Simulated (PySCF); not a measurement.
Species: C5H7F2OS (doublet state).
Cartesian coordinates in Å at the GFN2-xTB level; atoms count from 1:
```
atom  x, y, z in Å
O1    -0.0613   -2.0000   -1.1672
S2     0.2591   -1.5894    0.1886
C3    -0.8175    0.1196    0.4670
C4    -2.2225   -0.1324   -0.0164
F5    -2.9345   -0.8198    0.9336
C6    -0.0168    1.0554   -0.2318
C7     1.4222    0.9845    0.1379
C8     1.8242   -0.5014    0.0780
F9     2.4252   -0.7965   -1.1039
H10   -0.7515    0.1525    1.5538
H11   -2.7599    0.8039   -0.2021
H12   -2.2136   -0.7466   -0.9249
H13   -0.3022    1.3918   -1.2139
H14    1.5853    1.3464    1.1568
H15    2.0523    1.5560   -0.5427
H16    2.5040   -0.8152    0.8758
```

The hyperfine couplings belong to this conformer and change with its torsions.

The species is `O=[S@]1[C@@H](F)C[CH][C@H]1CF` [radical].

Theory: PySCF 2.14.0, UKS B3LYP, pcH-1 on C F H O S, non-relativistic, mean-field spin-orbit, GIAO. One conformer (not necessarily the lowest) at the GFN2-xTB geometry, without solvent, vibrations or thermal averaging. A GFN2-xTB geometry isn't a minimum of the functional, and hyperfine couplings can be far from their values at a DFT geometry. Stability of the SCF solution: not tested.

(1) Give the principal g shifts and their parts.

(2) What are the electron Larmor frequencies g μB B/h along the three axes at 1200 mT?

(3) How much does each term add to the isotropic shift?

(4) At 9.6 GHz, how far is the centre of the isotropic spectrum from where a free electron (g = 2.002319) resonates?

(5) In a frozen sample, at which fields do the three g values resonate at 9.5, 34, 94 and 263 GHz (hyperfine left aside), and which band first spreads them over more than twice a line width of 0.3 mT?

## Answers

(1) 
```json
{"Δg (ppm)": "relativistic mass correction", "1": "-184", "2": "-184", "3": "-184"}
{"Δg (ppm)": "gauge correction", "1": "-10", "2": "38", "3": "23"}
{"Δg (ppm)": "orbital Zeeman/spin–orbit", "1": "235", "2": "465", "3": "4833"}
{"Δg (ppm)": "total", "1": "41", "2": "319", "3": "4672"}
```

So g = 2.00236, 2.00264, 2.00699 and g_iso = 2.00400; the tensor is close to axial: the two nearest values differ by 6 % of g3 − g1. Axes: g1 points within 9° of the S2–C3 bond.

(2) 33.6306, 33.6353, 33.7084 GHz for g1, g2 and g3, a range of 77.8 MHz.

(3) The orbital-Zeeman/spin–orbit term 1844, the mass correction -184 and the gauge correction 17 ppm, for a total of 1677 ppm. The orbital-Zeeman/spin–orbit term is the largest in size. The mass correction is the same along every axis, so the anisotropy comes from the other two: their spans along these axes are 48 (gauge) and 4598 ppm (orbital Zeeman/spin–orbit).

(4) B = hν/(g μB) with μB/h = 13.99624 MHz/mT gives 342.55 mT for the free electron and 342.27 mT at g_iso, 0.29 mT lower.

(5) 
| band | GHz | B(g3) mT | B(g2) mT | B(g1) mT | spread mT |
| --- | --- | --- | --- | --- | --- |
| X | 9.5 | 338.19 | 338.93 | 338.98 | 0.78 |
| Q | 34.0 | 1210.38 | 1213.01 | 1213.18 | 2.80 |
| W | 94.0 | 3346.35 | 3353.62 | 3354.09 | 7.74 |
| J | 263.0 | 9362.65 | 9383.00 | 9384.30 | 21.65 |

The spread grows in proportion to the frequency. X band is the first where it exceeds 0.6 mT.

Largest spin populations (Mulliken): C6 (+0.86), S2 (+0.17), C3 (-0.14) and O1 (+0.09). The positive populations add up to 1.24 and the negative ones to -0.24, together 2S = 1. The angles at C6 add up to 353.5°, so it is slightly pyramidal.

The HOMO–LUMO gaps are 5.57 eV among the α and 3.87 eV among the β orbitals.
